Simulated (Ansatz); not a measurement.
Problem. Name a neutral molecule of C, O, Si and H with LUMO energy (PBE/def2-TZVPP) between -0.30 and 0.00 eV and HOMO–LUMO gap (PBE0/def2-TZVPP) between 8.80 and 9.10 eV (Ansatz, PBE0-D4/def2-TZVP geometry).

Solution. `C[SiH](O)O[Si](C)(O)O` (-0.27 eV, 8.91 eV); `CO[SiH](O)O[SiH2]O` (-0.22 eV, 9.03 eV); `C[SiH](O)O[SiH](O)O` (-0.25 eV, 8.81 eV). Other molecules can fit too; these were computed, each in one conformer that needn't be the lowest.
